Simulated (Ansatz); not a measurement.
C2H7NOSn, SMILES `C[O][SnH2][CH]=N`. The species carries charge 0 and has multiplicity 1. Sn takes the def2 core potential. All single points use the PBE0-D4/def2-TZVP geometry. It is one conformer, not always the lowest.

```xyz
12

C    -0.091    2.079   -0.317
O     0.285    0.728   -0.330
Sn   -0.763   -0.660    0.597
C     0.583   -2.256    0.042
N     1.609   -2.023   -0.651
H    -0.121    2.497    0.699
H    -1.074    2.246   -0.779
H     0.646    2.651   -0.889
H    -2.329   -0.693   -0.092
H    -0.833   -0.248    2.257
H     0.396   -3.290    0.351
H     1.693   -1.030   -0.887
```

(1) What is the dipole moment at ωB97M-V/def2-TZVPP? (Estimate.)

(2) And with PBE, r2SCAN, B3LYP? (Best estimate.)

(3) Give the Mulliken charges with ωB97M-V, B3LYP, r2SCAN in def2-TZVPP. (An estimate is asked.)

Results:

(1) Ansatz gave: 2.82 D, with components (-2.36, 0.62, 1.41) D in this frame, pointing from negative to positive charge.

(2) Computed: PBE 2.32 D, r2SCAN 2.46 D, B3LYP 2.64 D.

(3) The calculation gave: 
| atom | ωB97M-V | B3LYP | r2SCAN |
| --- | --- | --- | --- |
| C1 | -0.18 | -0.12 | 0.02 |
| O2 | -0.57 | -0.57 | -0.58 |
| Sn3 | 0.73 | 0.85 | 0.81 |
| C4 | -0.20 | -0.24 | -0.14 |
| N5 | -0.20 | -0.20 | -0.25 |
| H6 | 0.11 | 0.09 | 0.05 |
| H7 | 0.11 | 0.09 | 0.05 |
| H8 | 0.11 | 0.10 | 0.05 |
| H9 | -0.08 | -0.13 | -0.12 |
| H10 | -0.08 | -0.13 | -0.12 |
| H11 | 0.11 | 0.10 | 0.06 |
| H12 | 0.15 | 0.17 | 0.18 |

B3LYP here is the variant with VWN-RPA as its local correlation; programs differ in this.
